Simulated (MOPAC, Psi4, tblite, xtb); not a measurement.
Intermolecular potential of H2 ··· HBr (SMILES [H][H] and Br). Monomers: optimised at B3LYP-D3(BJ) (def2-TZVP), held rigid. Orientation: a random orientation, not optimised. The monomers approach along the line of their centres of mass (distance R); nothing else relaxes.

Geometry at R = 3.46 Å (first 2 atoms: monomer A):
```
4

H      0.3719     0.0000     0.0000
H     -0.3719     0.0000     0.0000
Br    -0.4203    -0.4869    -3.4189
H     -0.4838    -1.0338    -2.1047
```

Levels of theory: GFN2-xTB (tblite); PM3, restricted, heats of formation (MOPAC); GFN1-xTB (xtb); CCSD(T)/aug-cc-pVDZ = DF-CCSD(T)/aug-cc-pVDZ, frozen core, counterpoise-corrected run with Psi4 1.11.

Interaction energies in kJ/mol; the last columns give the difference from CCSD(T):

```tsv
R / Å	GFN2-xTB	PM3	GFN1-xTB	CCSD(T)/aug-cc-pVDZ	GFN2-xTB − CCSD(T)/aug-cc-pVDZ	PM3 − CCSD(T)/aug-cc-pVDZ	GFN1-xTB − CCSD(T)/aug-cc-pVDZ
2.86	14.92	-12.12	21.51	18.18	-3.25	-30.29	3.34
3.09	4.09	-6.44	8.76	7.12	-3.04	-13.57	1.64
3.23	1.05	-5.15	4.71	3.57	-2.52	-8.72	1.14
3.46	-1.09	-4.53	1.28	0.55	-1.64	-5.08	0.73
3.66	-1.57	-3.59	0.04	-0.51	-1.06	-3.08	0.56
3.86	-1.57	-2.48	-0.44	-0.87	-0.69	-1.61	0.44
4.14	-1.30	-1.32	-0.58	-0.88	-0.42	-0.44	0.30
4.47	-0.96	-0.59	-0.49	-0.68	-0.28	0.09	0.19
4.98	-0.57	-0.16	-0.31	-0.40	-0.18	0.24	0.09
5.62	-0.31	-0.03	-0.16	-0.20	-0.11	0.17	0.04
6.66	-0.13	0.00	-0.05	-0.08	-0.05	0.08	0.02
7.93	-0.05	0.00	-0.02	-0.03	-0.02	0.03	0.01
```

GFN2-xTB is furthest from CCSD(T)/aug-cc-pVDZ at 2.86 (-3.25 kJ/mol, below); its mean absolute difference over the points is 1.10 kJ/mol.

PM3 is furthest from CCSD(T)/aug-cc-pVDZ at 2.86 (-30.29 kJ/mol, below); its mean absolute difference over the points is 5.28 kJ/mol.

GFN1-xTB is furthest from CCSD(T)/aug-cc-pVDZ at 2.86 (3.34 kJ/mol, above); its mean absolute difference over the points is 0.71 kJ/mol.
